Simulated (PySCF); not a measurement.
C₂H₃BrCl₂. Atoms are numbered in the order given.

```xyz
8

C     -0.6976     1.7858     0.0000
C     -0.4843     0.2855     0.0000
Cl    -1.2224    -0.4436    -1.4628
Cl    -1.2224    -0.4436     1.4628
Br     1.4546    -0.1083     0.0000
H     -0.2408     2.2251    -0.8974
H     -0.2408     2.2251     0.8974
H     -1.7774     1.9941     0.0000
```
Charge 0, spin multiplicity 1.

Geometry optimised at B3LYP-D3(BJ)/def2-SVP.

The numbers are results of TDDFT-PBE/def2-SVPD (PySCF), not measurements.

Vertical excitations. Gas-phase values at a fixed geometry. State labels are in the subgroup Cs.

```tsv
state	symmetry	energy (eV)	λ (nm)	f	main pairs
S1	A"	4.72	263	0.002	HOMO→LUMO 98 %
S2	A'	4.96	250	0.010	HOMO−1→LUMO 98 %
S3	A"	5.26	236	0.005	HOMO−2→LUMO 95 %
S4	A'	5.54	224	0.014	HOMO−3→LUMO 89 %
S5	A"	5.69	218	0.005	HOMO→LUMO+1 89 %
S6	A'	5.90	210	0.002	HOMO−1→LUMO+1 89 %
S7	A'	5.99	207	0.001	HOMO→LUMO+2 56 %, HOMO−5→LUMO 42 %
S8	A"	6.03	206	0.000	HOMO−4→LUMO 88 %
S9	A"	6.17	201	0.001	HOMO−1→LUMO+2 94 %
S10	A'	6.28	197	0.066	HOMO−5→LUMO 40 %, HOMO→LUMO+2 37 %, HOMO−3→LUMO+1 8 %, HOMO−3→LUMO 6 %
T1	A"	4.26	291	0	HOMO→LUMO 99 %
T2	A'	4.41	281	0	HOMO−1→LUMO 99 %
T3	A"	5.01	247	0	HOMO−2→LUMO 97 %
T4	A'	5.12	242	0	HOMO−3→LUMO 96 %
```
Triplets are in the Tamm–Dancoff approximation, which puts them higher than full response would, so one can lie above its singlet here.
